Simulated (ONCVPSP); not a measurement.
**What one change does to a pseudopotential (magnesium (Mg), ONCV)**

magnesium (Mg), optimised norm-conserving Vanderbilt (ONCV), made with ONCVPSP 4.0.1 (LDA (Perdew-Wang 92), scalar-relativistic). Core [He], reference 2s2 2p6 (charge +2). Waves: 2s: rc 0.85 bohr, ncon 5, nbas 8, qcut 18.5 1/bohr, 2 projectors, debl 3.4 Ha; 2p: rc 1.10 bohr, ncon 4, nbas 7, qcut 12.1 1/bohr, 2 projectors, debl 3.4 Ha. Local part: polynomial inside 0.80 bohr (lpopt 5, dvloc0 0 Ha). Core correction: none.

In the s channel the program set the typed energies aside and used -3.655, 0.250 Ha.

Change: s: rc 1.

Cutoffs: the cutoffs (Ha) at which the residual kinetic energy of the hardest occupied pseudo-wave falls to 1 and 0.1 mHa per electron; they do not see the model core or the augmentation charge, which bear on the density cutoff. Errors are all-electron minus pseudo energies relative to the spin-unpolarised reference configuration.

Problem. How do hardness, ghosts and transferability respond?

Solution. The potential gets softer (103 Ha and 124 Ha → 88 Ha and 108 Ha); the errors of the 4 common tests hardly move; neither file shows a bound ghost. A larger radius leaves more room for a smooth pseudo-wave, so fewer plane waves are needed.

| quantity | base | changed |
| --- | --- | --- |
| cutoff, loose | 103 Ha | 88 Ha |
| cutoff, tight | 124 Ha | 108 Ha |
| loose cutoff by channel | s 103 Ha, p 60 Ha | s 88 Ha, p 60 Ha |
| bound ghosts | none | none |
| GHOST(+) flags under 300 eV | none | none |
| error for 2s2 2p6 3s2, meV [ΔE -23.11 eV] | +0.1 | +0.2 |
| error for 2s2 2p6 3s1, meV [ΔE -15.04 eV] | +0.1 | +0.2 |
| error for 2s2 2p6 3s1.5, meV [ΔE -19.92 eV] | +0.1 | +0.2 |
| error for 2s2 2p6 3s1 3p1, meV [ΔE -19.59 eV] | +0.2 | +0.2 |
| p: phases at 1.11 bohr within 0.05 rad from the reference energy up to (Ha; the scan ends near 5) | to the end of the scan | to the end of the scan |
